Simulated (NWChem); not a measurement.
Molecule: C$_{3}$H$_{10}$Si; SMILES CC(C)[SiH3]

All runs: NWChem. Structure relaxed at the PBE0/def2-SVP level. Not confirmed as a minimum by frequencies. Level: PBE0/def2-SVP with SMD (1 M gas to 1 M solution), gas-phase geometry. Reactions with the solvent are ignored.

| solvent | dielectric constant | solvation free energy (kcal/mol) | cavity-dispersion-structure term (kcal/mol) | dipole in solution (D) |
|---|---|---|---|---|
| water | 78.4 | 2.7 | 3.6 | 1.12 |
| dimethyl sulfoxide | 46.8 | [?] | [?] | 1.11 |
| dichloromethane | 8.93 | -2.2 | -1.4 | 1.08 |
| chlorobenzene | 5.70 | -2.0 | -1.2 | 1.06 |
| benzene | 2.27 | -2.2 | -1.7 | 0.99 |

### Question
Complete the blanks.

### Answer

- dimethyl sulfoxide, solvation free energy (kcal/mol): -0.1
- dimethyl sulfoxide, cavity-dispersion-structure term (kcal/mol): 0.7
